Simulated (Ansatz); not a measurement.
Ansatz (an electronic-structure program) input:

Ansatz 0.2 input:
```yaml
crystal:
  periodic: [false, false, false]
  atoms:
    - {symbol: C, position_ang: [1.30797626, -0.11530799, -0.13642293]}
    - {symbol: C, position_ang: [0.12161185, -0.00590488, -0.01561909]}
    - {symbol: O, position_ang: [-1.16888275, 0.18455828, 0.07224284]}
    - {symbol: H, position_ang: [2.35837514, -0.21907017, -0.23917863]}
    - {symbol: H, position_ang: [-1.58484181, -0.53011876, 0.57348801]}
basis:
  gaussian:
    orbitals: aug-cc-pVDZ
magnetization: {spin_polarized: false}
correlation: {method: ccsd_t, electrons: outside_noble_gas}
output: {forces: true}
```

**Question.** Which total energy does the run end on?

**Answer.** -152.17906 Eh (CCSD(T)/aug-cc-pVDZ). The basis has 87 functions.
